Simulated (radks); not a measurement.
The numbers below are computed, except where a source is named.
Neutral copper inside a hard spherical wall (all orbitals vanish at R), configuration held at [Ar] 3d10 4s1 and not refilled when levels cross. Level of theory: non-relativistic Kohn-Sham, PBE, spin-polarised, spherical densities, point nucleus; open shells are filled with parallel spins first (a radial shooting solver on a logarithmic mesh with Libxc functionals). Eigenvalues in eV for spin up, with the zero of energy where the potential of the charges vanishes at infinity; a dash marks a level that is unbound or too diffuse for the functional's potential to be trusted. A positive occupied level is held by the wall or, in an anion where self-interaction has pushed it up, behind a barrier. The pressure on the wall is -dE/dV.

| R (bohr) | E (hartree) | kinetic (hartree) | e(3s) | e(3p) | e(3d) | e(4s) | e(4p, empty) | e(5s, empty) | pressure (GPa) |
|---|---|---|---|---|---|---|---|---|---|
| free | -1640.29880 | 1639.107 | -110.86 | -71.027 | -5.226 | -4.828 | -0.969 | - | 0 |
| 20 | -1640.29880 | 1639.107 | -110.86 | -71.027 | -5.226 | -4.828 | -0.968 | - | < 0.0001 |
| 15 | -1640.29880 | 1639.107 | -110.86 | -71.027 | -5.226 | -4.828 | -0.959 | 0.243 | < 0.0001 |
| 12 | -1640.29878 | 1639.107 | -110.86 | -71.024 | -5.224 | -4.826 | -0.916 | 0.731 | 0.000374 |
| 10 | -1640.29860 | 1639.109 | -110.84 | -71.006 | -5.206 | -4.810 | -0.800 | 1.613 | 0.00540 |
| 8 | -1640.29686 | 1639.122 | -110.73 | -70.893 | -5.098 | -4.702 | -0.411 | 3.879 | 0.0794 |
| 5 | -1640.24053 | 1639.390 | -109.11 | -69.277 | -3.567 | -2.781 | 3.155 | 19.126 | 6.51 |
| 3.5 | -1639.89791 | 1640.673 | -103.96 | -64.210 | 1.291 | 5.003 | 13.936 | 56.570 | 109 |
| 3 | -1639.45597 | 1642.187 | -99.479 | -59.823 | 5.677 | 13.258 | 24.275 | 88.791 | 343 |
| 2 | -1635.08619 | 1656.610 | -75.163 | -35.617 | 32.322 | 76.527 | 95.431 | 280.10 | 6670 |
| 1.5 | -1622.23537 | 1697.473 | -33.567 | 7.895 | 81.742 | 216.02 | 238.16 | 616.12 | 53100 |
